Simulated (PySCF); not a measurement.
Al(F)(Br)(Me) (CH₃AlBrF), SMILES [CH3][Al]([F])[Br]. Atoms are numbered in the order given.

```xyz
7

Al     0.1233     0.9319     0.0000
F      1.6865     1.5062     0.0000
Br    -0.1025    -1.3125     0.0000
C     -1.3681     2.1641     0.0000
H     -2.3375     1.6433     0.0000
H     -1.3234     2.8186     0.8868
H     -1.3234     2.8186    -0.8868
```

Geometry: B3LYP-D3(BJ)/def2-SVP. The structure was generated by enumeration; whether it is a known compound was not checked.

The numbers are results of PySCF with PBE/def2-TZVP, not measurements.

Isolated molecule, no solvent.

- total energy = -2955.88868 hartree
- point group = Cs
- highest occupied level = -7.32 eV
- lowest empty level = -1.53 eV
- orbital gap = 5.79 eV
- dipole moment = 2.12 D
- quadrupole, principal values (traceless, Buckingham form, about the centre of nuclear charge) = -8.11, 3.03, 5.08 D·Å
- mean static polarisability = 56.9 bohr³ (8.43 Å³)
- polarisability, principal values = 46.1, 52.1, 72.4 bohr³
